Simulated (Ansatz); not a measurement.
# Ligand exchange: CH6GeO2 + HOF → CH6GeO3 + HF

Species: CH6GeO2 `C[O][GeH2][OH]`, singlet; HOF (hypofluorous acid) `OF`, singlet; CH6GeO3 `C[O][GeH]([OH])[OH]`, singlet; HF (hydrogen fluoride), singlet. The partners trade H for OH: Ge–H and F–OH bonds give way to Ge–OH and F–H.

Shapes, held fixed at every level: PBE0-D4/def2-TZVP. Flexible molecules stand in one conformer, not always the lowest. Programs: Ansatz 0.2.0. The zero-point and thermal change to 298 K, harmonic and unscaled (PBE0-D4/def2-TZVP), is +6.4 kJ/mol.

| level | kind | ΔH(298 K) (kJ/mol) | less CCSD(T)/def2-TZVPP |
| --- | --- | --- | --- |
| HF/def2-SVP | Hartree–Fock | -475.6 | -4.1 |
| PBE-D4/def2-TZVPP | GGA | -434.0 | +37.5 |
| BHLYP-D4/def2-TZVPP | global hybrid | -476.3 | -4.8 |
| wB97X-V/def2-TZVPP | range-separated hybrid | -455.0 | +16.5 |
| MP2/def2-SVP | perturbation theory | -475.6 | -4.1 |
| CCSD/def2-SVP | coupled cluster or CI | -451.6 | +19.9 |
| CCSD(T)/def2-TZVPP | coupled cluster or CI | -471.5 | 0.0 |

The highest level, CCSD(T)/def2-TZVPP, gives ΔH(298 K) = -471.5 kJ/mol; the levels span -476.3 to -434.0. The column of differences is taken from that level and isn't an error. No measured value is set beside it here. Relativity is left out for Ge unless named. Correlated rows may include outer-core shells of Ge, which these sets cover unevenly.
